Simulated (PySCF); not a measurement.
C$_{4}$H$_{12}$O$_{3}$Si, singlet, at a GFN2-xTB geometry, with bond 18-8 at 1.3 times its length. Base run: BLYP/STO-3G (PySCF).

Geometry (Å):
```xyz
20

C     -2.3512    -1.2767    -0.3464
O     -1.4991    -0.1715    -0.4640
Si     0.0003     0.0035     0.1367
C      0.0048     0.0521     2.0464
O      0.6097     1.3646    -0.5081
C      0.0766     2.6585    -0.4523
O      0.8861    -1.2291    -0.4427
C      2.2719    -1.4111    -0.3538
H     -1.8364    -2.1930    -0.6380
H     -2.7048    -1.3802     0.6822
H     -3.2027    -1.1095    -1.0069
H     -0.7229     0.7622     2.4302
H      0.9763     0.3431     2.4369
H     -0.2362    -0.9184     2.4718
H     -0.9687     2.6584    -0.7636
H      0.6594     3.2856    -1.1278
H      0.1447     3.0576     0.5625
H      2.9587    -0.2510    -0.7927
H      2.5360    -2.2557    -0.9911
H      2.5646    -1.6285     0.6762
```
Charge 0, spin multiplicity 1.
All else is at PySCF's defaults.
Base energy -666.19338 Eh.

Each row names what was changed in the base input (with any setting that the change needs).

```
change                                                                            ΔE vs base (µEh)  SCF cycles
--------------------------------------------------------------------------------  ----------------  ----------
base                                                                                           0.0          11
damp = 0.5; diis_start_cycle = 5                                                               0.0          10
diis_space = 2                                                                                 0.0          23
DIIS = ADIIS                                                                                   0.0          16
diis = off; damp = 0.6 (with mf.diis_start_cycle = 200; with mf.max_cycle = 150)               0.0          16
init_guess = mod_huckel                                                                        0.0          14
diis_space = 4                                                                                 0.0          13
diis_space = 20                                                                                0.0          11
level_shift = 0.5 (with mf.max_cycle = 100)                                                    0.0          16
init_guess = vsap                                                                              0.0          11
diis_space = 12                                                                                0.0          11
level_shift = 0.3 (with mf.max_cycle = 100)                                                    0.0          13
solver = newton; init_guess = 1e                                                               0.0           -
```
